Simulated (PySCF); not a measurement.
## Steps of a relaxation of [Ce(H2O)2]3+

[Ce(H2O)2]3+ (singlet in the valence; each metal's 4f electrons, 1 of them, lie in its core potential, out of spins and levels). PySCF 2.14.0, RKS PBE0, Ce lcecp-1-SVP with ECP47, O def2-SVP, H def2-SVP; non-relativistic Hamiltonian with scalar-relativistic core potentials where named; density fitting; no spin-orbit coupling. Origin of the start: displaced along the imaginary mode. Columns: position (Å) and force (eV/Å). Energies are counted from the last step; some of the 45 steps are shown. Forces carry noise of the integration grid, about 0.01 to 0.03 eV/Å.

Run from Python with OMP_NUM_THREADS=2. Where DIIS fails, smearing, a level shift and second-order steps follow.
It took 2.1 min on 2 threads of Arm Neoverse V1, on a shared host, from the converged density of the start.

```xyz
7
step 0  E = 0.190 eV
Ce    0.0029   -0.0490    0.0000     0.00   -0.07    0.00
O    -0.0108    0.1833    2.3813    -0.01    0.05    0.06
H     0.5218    0.7893    2.9603    -0.06   -0.07   -0.10
H    -0.5666   -0.2991    3.0483     0.07    0.06   -0.11
O    -0.0107    0.1833   -2.3813     0.00    0.05   -0.07
H     0.5380   -0.3001   -3.0538    -0.07    0.06    0.11
H    -0.5504    0.7883   -2.9548     0.07   -0.08    0.10
```

```xyz
7
step 15  E = 0.076 eV
Ce    0.0337   -0.9058   -0.0001     0.01   -0.12    0.01
O    -0.0292    0.2164    2.0331     0.00    0.07    0.72
H     0.4699    1.0006    2.4131    -0.31   -0.34   -0.25
H    -0.5610   -0.1145    2.8141     0.27    0.34   -0.23
O     0.0107    0.2222   -2.0315    -0.01   -0.03   -0.75
H     0.5247   -0.1090   -2.8263    -0.31    0.40    0.28
H    -0.5247    0.9861   -2.4024     0.35   -0.32    0.23
```

```xyz
7
step 29  E = 0.006 eV
Ce    0.0160   -1.1647    0.0013     0.00    0.05   -0.01
O    -0.0575    0.1797    1.9239    -0.02    0.00    0.06
H     0.3915    1.0462    2.0986    -0.02   -0.02   -0.02
H    -0.5249    0.0034    2.7823     0.04    0.00   -0.07
O     0.0372    0.1797   -1.9235    -0.05    0.13   -0.11
H     0.5218    0.0289   -2.7785    -0.06    0.01    0.11
H    -0.4600    1.0229   -2.1041     0.11   -0.17    0.05
```

Q: Where does the relaxation end?

A: It converges at step 44 in C2:
```xyz
7
step 44  E = 0
Ce    0.0128   -1.0894    0.0004
O    -0.0830    0.1791    1.9671
H     0.1087    1.1411    2.1080
H    -0.3139   -0.1307    2.8801
O     0.0620    0.1822   -1.9665
H     0.3230   -0.1167   -2.8751
H    -0.1855    1.1305   -2.1142
```

Q: How did the contacts change?

A: 
```csv
contact,start (Å),end (Å)
Ce1–O2 (H2O),2.393,2.342
Ce1–O5 (H2O),2.393,2.343
```


An lcecp potential fixes the number of 4f electrons, so in runs with it no electron can move into or out of that shell.
